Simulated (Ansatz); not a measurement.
Gas-phase electronic energies from Ansatz, PBE0-D4/def2-TZVP geometries. CCSD(T)/CBS is the MP2 limit (def2-TZVPP, def2-QZVPP) plus CCSD(T) − MP2 in def2-TZVPP, frozen cores. Functionals use def2-TZVPP. B3LYP here is the variant with VWN-RPA as its local correlation; programs differ in this. def2 core potentials past Kr. For In outer-core shells are correlated without core-valence functions, which leaves a few kJ/mol of doubt a bond. Each species was taken in one conformer, which may not be the lowest.

Reaction (cleavage of the Si–In bond): `N[SiH2][InH][F]` + `N[SiH](O)S` → `N[SiH2]S[SiH](N)O` + `[F][InH2]`

CCSD(T)/CBS gives -55.4 kJ/mol.

Question: Another level gave -57.7 kJ/mol. Which?
A. HF/def2-TZVPP
B. B3LYP/def2-TZVPP
C. CCSD(T)/def2-TZVPP
D. MP2/def2-TZVPP

Answer: C. CCSD(T)/def2-TZVPP -57.7, B3LYP -44.6, MP2/def2-TZVPP -62.1, HF/def2-TZVPP -50.5 kJ/mol.

Largest T1 diagnostic among the species: 0.016.

In def2-TZVPP, CCSD(T) changes the Hartree–Fock value by −7.2 kJ/mol (the triples alone add −4.0 kJ/mol) and MP2 by −11.6 kJ/mol. The D4 term adds −11.2 kJ/mol with B3LYP and −6.3 kJ/mol with PBE0; it sums over pairs of atoms, weighted by their polarisabilities, and B3LYP, whose exchange is more repulsive, gets the larger term.

CCSD(T)/CBS has its own doubt, a few kJ/mol and more with outer-core shells, so smaller differences from it don't rank the levels.
